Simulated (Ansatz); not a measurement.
Program: Ansatz. Geometries: PBE0-D4/def2-TZVP. ΔE: electronic, gas phase. CCSD(T)/CBS adds triple-zeta CCSD(T) − MP2 to the extrapolated MP2 energy (def2 sets, frozen cores). This one scheme is used for every species. Functionals use def2-TZVPP. Elements past krypton have def2 core potentials. For Sn outer-core shells are correlated without core-valence functions, which leaves a few kJ/mol of doubt a bond. One conformer a species, not always the lowest.

Consider the ligand exchange at the Sn–C bond: `C[CH2][Sn][Cl]` + HCl → `[Cl][Sn][Cl]` + `CC`.

`C[CH2][Sn][Cl]`:

Z-matrix (Å, degrees):
```
C
C 1 1.524
H 1 1.092 2 111.2
H 1 1.094 2 111.6 3 120.1
H 1 1.094 2 112.0 3 -120.2
Sn 2 2.191 1 114.1 3 58.0
H 2 1.095 1 111.3 3 -179.6
H 2 1.097 1 110.4 3 -60.9
Cl 6 2.384 2 94.2 1 -57.2
```

HCl:

Z-matrix (Å, degrees):
```
Cl
H 1 1.279
```

`[Cl][Sn][Cl]`:

```xyz
3

Cl   -1.515    0.327    1.029
Sn    0.158    0.853   -0.554
Cl    1.358   -1.180   -0.475
```

`CC`:

Z-matrix (Å, degrees):
```
C
C 1 1.519
H 1 1.093 2 111.4
H 1 1.093 2 111.4 3 120.0
H 1 1.093 2 111.4 3 -120.0
H 2 1.093 1 111.4 3 180.0
H 2 1.093 1 111.4 3 -60.0
H 2 1.093 1 111.4 3 60.0
```

Question: Is it downhill or uphill in electronic energy at CCSD(T)/CBS, and by how much? (Best estimate.)

Answer: Ansatz gave: Downhill: ΔE = -168.0 kJ/mol.

Question: What do these levels give: PBE-D4, r2SCAN0-D4, PBE, LC-ωPBE, SCS-MP2/def2-TZVPP, CCSD/CBS(def2)? (Best estimate.)

Answer: The calculation gave: PBE-D4 -174.3, r2SCAN0-D4 -178.4, PBE -179.3, LC-ωPBE -172.1, SCS-MP2/def2-TZVPP -166.7, CCSD/CBS(def2) -170.2 kJ/mol.

Largest T1 diagnostic among the species: 0.014.

In def2-TZVPP, CCSD(T) changes the Hartree–Fock value by +29.9 kJ/mol (the triples alone add +2.2 kJ/mol) and MP2 by +26.8 kJ/mol. The D4 term adds +7.9 kJ/mol with B3LYP and +4.4 kJ/mol with PBE0; it sums over pairs of atoms, weighted by their polarisabilities, and B3LYP, whose exchange is more repulsive, gets the larger term.

B3LYP here is the variant with VWN-RPA as its local correlation; programs differ in this.
